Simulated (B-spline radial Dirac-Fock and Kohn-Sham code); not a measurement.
ΔSCF core binding energies without Breit or QED terms, calculated with a radial atomic solver.

A sound run for F⁵⁺ in the configuration [He] 2s2: The ground state converged in 8 iterations, with total energy -88.02720 Ha, virial ratio 1.99788 and highest orbital energy -154.34 eV. ΔSCF binding energies: K (1s) 868.6 eV. Holes are computed only in closed shells, and unreliable hole states are left out.

A second run, with one unsound setting: The ground state converged in 9 iterations, with total energy -4.71000 Ha, virial ratio 10.15648 and highest orbital energy -20.73 eV. ΔSCF binding energies: K (1s) 27.21 eV. Holes are computed only in closed shells, and unreliable hole states are left out.

```
iter   energy (Ha)        error
   1       -4.28822179  7.07e-02
   2       -4.69952778  1.84e-02
   3       -4.70651430  1.08e-02
   4       -4.70871736  6.75e-03
   5       -4.70992261  1.82e-03
   6       -4.71000229  3.19e-05
   7       -4.71000231  1.53e-06
   8       -4.71000231  1.02e-07
   9       -4.71000231  1.49e-08
```

Q: Which fault fits the second run best?
A. speed of light below Z
B. nuclear radius in wrong units
C. functional not served
D. unbound anion

A: B. The input had radius_factor = 100000.0: radius_factor inflates the nucleus far beyond its size, which weakens the binding of the inner electrons.
